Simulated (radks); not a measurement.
The numbers below are computed, except where a source is named.
All-electron atom: the iridium ion Ir3+ in [Xe] 4f14 5d(up 3.5, down 2.5) (fractional occupations, a model configuration). Level of theory: scalar-relativistic Kohn-Sham, LDA (Slater exchange, Perdew-Wang correlation), spin-polarised, spherical densities, point nucleus (a radial shooting solver on a logarithmic mesh with Libxc functionals).

Radial electron density D(r) = 4 pi r^2 rho(r):

r (bohr)  D(r) (e/bohr)   spin D(r)
0.001778          21.20  -0.0000495
0.002353          30.79  -0.0000711
0.003138          43.87  -0.0000998
0.004185          60.01   -0.000134
0.005538          77.34   -0.000170
0.007386          93.80   -0.000204
0.009773          104.2   -0.000231
0.01303           105.5   -0.000257
0.01739           98.73   -0.000260
0.023             94.14  -0.0000390
0.03068           104.6     0.00138
0.04059           128.9     0.00666
0.05414           143.4      0.0214
0.07221           127.6      0.0488
0.09555           110.9      0.0754
0.1274            125.5      0.0667
0.17              126.4      0.0113
0.2249            85.94     0.00342
0.2999            72.32       0.111
0.3969            84.00       0.147
0.5293            60.40      0.0113
0.706             30.25      0.0860
0.9341            19.85       0.516
1.246             13.07       0.813
1.662             5.988       0.626
2.199             1.954       0.271
2.932            0.3906      0.0581
3.88            0.04066     0.00562
5.175          0.001401    0.000163

D(r) has 4 maxima, at r = 0.0117, 0.0537, 0.150, 0.391 bohr, and minima at 0.0226, 0.0963, 0.277 bohr, inside which lie 1.90, 11.01, 29.95 electrons.
